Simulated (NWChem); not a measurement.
Correlation energy of CBr

```xyz
2

C      0.0000     0.0000     1.5506
Br     0.0000     0.0000    -0.2658
```
Charge 0, spin multiplicity 2.

Program: NWChem. The geometry was optimised at UPBE0/def2-SVP, a minimum by its harmonic frequencies.

Basis set: def2-SVP. Each correlation energy counts from its own Hartree-Fock reference.

```tsv
method	correlation energy (mHa)
SCS-UMP2	-295.3
CCSD(T) on ROHF	-348.2
CCSD on UHF	-332.4
CCSD(T) on UHF	-343.2
CCSD[T] on UHF	-344.6
UMP2	-313.8
CCSD[T] on ROHF	-349.7
CCSD on ROHF	-336.9
```

The values span 54.4 mHa, from CCSD[T] on ROHF (lowest) to SCS-UMP2 (highest). 

The Hamiltonian is non-relativistic. The correlated methods keep 10 core orbitals frozen. This spin state was chosen for the runs; another may lie lower. The structure started from a generated list of species. The unpaired electrons of the parent sit in orbitals of symmetry b1 (C2v labels of the run); other states weren't searched. No SCF solution was tested for a lower state. Open-shell Hartree-Fock references start from PBE0 orbitals. Coupled-cluster values serve here as a point of comparison, not as the truth.
